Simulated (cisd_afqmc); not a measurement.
Input (AFQMC/CISD/cc-pVTZ; cisd_afqmc is a phaseless AFQMC code with CISD trial states that reads the integrals written by Ansatz):

Ansatz 0.2 input:
```python
import cisd_afqmc

open("ham.yaml", "w").write("""\
crystal:
  periodic: [false, false, false]
  atoms:
    - {symbol: C, position_ang: [2.18337343, -0.01252814, 0.06372687]}
    - {symbol: C, position_ang: [0.68855862, -0.00834721, 0.02009811]}
    - {symbol: C, position_ang: [-0.16796821, -1.14811597, -0.00466416]}
    - {symbol: C, position_ang: [-1.46592172, -0.70043628, -0.04263930]}
    - {symbol: N, position_ang: [-1.43236230, 0.66821097, -0.04194377]}
    - {symbol: C, position_ang: [-0.12817864, 1.09798235, -0.00396882]}
    - {symbol: H, position_ang: [2.57872138, 1.00411978, 0.07505464]}
    - {symbol: H, position_ang: [2.60845983, -0.52387948, -0.80375245]}
    - {symbol: H, position_ang: [2.55713639, -0.52351468, 0.95473361]}
    - {symbol: H, position_ang: [0.14180784, -2.18058516, 0.00459120]}
    - {symbol: H, position_ang: [-2.39796008, -1.23806586, -0.06973038]}
    - {symbol: H, position_ang: [-2.23739674, 1.26650168, -0.06556374]}
    - {symbol: H, position_ang: [0.11658667, 2.14661839, 0.00295739]}
basis:
  gaussian:
    orbitals: cc-pVTZ
magnetization: {spin_polarized: false}
correlation: {method: ccsd, electrons: outside_noble_gas, hamiltonian_folder: ham}
""")
rep = cisd_afqmc.ansatz("ham.yaml")
e_ccsd = rep["correlation"]["coupled_cluster"]["energy"]["hartree"]
out = cisd_afqmc.run("ham", e_ccsd, trial="CISD", walkers=1000, populations=1, threads=12, dt=0.005, steps=40, early=24, settle=10, least=100,
    cut=5e-5, rank_cut=2e-4, target=0.0007, seconds=1500, seed=4, memory=62639, gpu=True)
```

Output:

```
orbitals 272, occupied [16], factors 1465 of 1594, rank of the doubles 1087 of 4096
E(HF) = -247.934156
E(CCSD) on the cut factors = -248.983441, shift to the whole factors -0.000009
Energy of the trial state on the determinant = -248.983392
  tau behind 7.2 of longer steps, mean of the populations' last blocks
   2.0  -249.03244
   4.0  -249.03907
   6.0  -249.03699
   8.0  -249.03906
  10.0  -249.03546
  12.0  -249.04000
  14.0  -249.03755
  16.0  -249.03328
  18.0  -249.03537
  20.0  -249.03528
  22.0  -249.03383
blocks 104 (0 outliers left out), error by blocks joined: 1: 0.00045, 2: 0.00055, 4: 0.00061, 8: 0.00070
E(AFQMC/CISD) = -249.03682 +/- 0.00070
```

The two halves of the walk average -249.03838 and -249.03526 Eh, farther apart than the printed bar allows, so the bar may be too narrow.
